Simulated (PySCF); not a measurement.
Two species compared at the same levels of theory.

First species: aluminum bromide, AlBr3.
Z-matrix (Å and degrees, PBE0-D3(BJ)/def2-SVP geometry), rows numbered from 1:
```
Br
Al  1  2.2287
Br  2  2.2296  1  118.80
Br  2  2.2315  1  120.81  3   179.90
```

Second species: C4H16Si4.
SMILES: `[SiH3][Si]([SiH3])([SiH3])C1CCC1`

Levels: PBE0/def2-SVPD for dipole moment, HOMO energy, LUMO energy, HOMO–LUMO gap, static isotropic polarisability and electronic spatial extent ⟨r²⟩ about the centre of nuclear charge; TDDFT PBE0/def2-SVPD for lowest singlet excitation; TDA PBE0/def2-SVPD for lowest triplet excitation (Tamm–Dancoff); ΔSCF PBE0/def2-SVPD for vertical ionisation energy; PBE0-D3(BJ)/def2-SVP for rotational constant A and rotational constant C. Geometries: PBE0-D3(BJ)/def2-SVP. All species are isolated and taken at one optimised geometry, non-relativistic unless stated. Electronic properties by PySCF.

The conformers computed, where there is a choice (atom-mapped SMILES and torsion angles):
- `[SiH3:1][Si:2]([SiH3:3])([SiH3:4])[CH:5]1[CH2:6][CH2:7][CH2:8]1`: Si1–Si2–C5–C6 50°

```csv
property,column X,column Y
dipole moment,1.37 D,0.05 D
HOMO energy,-7.68 eV,-8.66 eV
LUMO energy,-0.26 eV,-1.74 eV
HOMO–LUMO gap,7.42 eV,6.92 eV
lowest singlet excitation,6.23 eV,5.67 eV
lowest triplet excitation (Tamm–Dancoff),5.55 eV,5.41 eV
static isotropic polarisability,167.4 au,87.5 au
vertical ionisation energy,9.17 eV,10.54 eV
electronic spatial extent ⟨r²⟩ about the centre of nuclear charge,2267 bohr²,2016 bohr²
rotational constant A,0.998 GHz,0.870 GHz
rotational constant C,0.658 GHz,0.429 GHz
```

(1) Which column belongs to which species?

(2) How does each property change from the first species to the second?

Results:

(1) Column X is the second species and column Y the first. The first has 4 atoms and 118 electrons, the second 24 and 96.

(2) dipole moment +1.32 D; HOMO energy +0.98 eV; LUMO energy +1.48 eV; HOMO–LUMO gap +0.50 eV; lowest singlet excitation +0.56 eV; lowest triplet excitation (Tamm–Dancoff) +0.14 eV; static isotropic polarisability +79.9 au; vertical ionisation energy -1.37 eV; electronic spatial extent ⟨r²⟩ about the centre of nuclear charge +251 bohr²; rotational constant A +0.128 GHz; rotational constant C +0.229 GHz.

On the first: The ΔSCF ionisation energy exceeds −ε(HOMO) by 1.88 eV with PBE0. S1 lies 1.25 eV below the HOMO–LUMO gap; its leading configuration is HOMO→LUMO, weight 0.99. Relativistic effects, spin–orbit coupling among them, are left out although an element past zinc is present.

On the second: The 10 singlets span 6.23 to 6.93 eV, and their oscillator strengths add up to 0.36. No computed singlet falls in the visible range (750 to 380 nm, 1.65 to 3.26 eV); S1 lies 2.97 eV above its blue end.
